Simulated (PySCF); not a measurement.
Rb: ionisation energy

Rb [Kr] 5s1 [5s1/2^1, M_J = 1/2] → Rb⁺ [Kr], as a difference of total energies. Computed with PySCF 2.14 in x2c-QZVPPall-2c (13s12p8d3f2g, 128 functions), with the two-component X2C-1e Hamiltonian. Correlated levels: [Ar] 3d10 frozen; the 34 highest virtual spinors dropped. "Screened" scales the spin-orbit matrix elements by Boettger's factors to mimic the two-electron term; Breit and QED terms are absent.

```json
{"method": "GHF (screened spin-orbit)", "ionisation energy (eV)": "3.801"}
{"method": "GMP2 (screened spin-orbit)", "ionisation energy (eV)": "4.128"}
```

**Question.** How much does correlation contribute at GMP2 (screened spin-orbit)?

**Answer.** 4.128 − (3.801) = 0.327 eV, measured against GHF (screened spin-orbit).

Errors of the correlated levels include the incompleteness of this basis and the frozen core.

For comparison: 4.177 eV (measured; NIST Atomic Spectra Database, ionization energies).
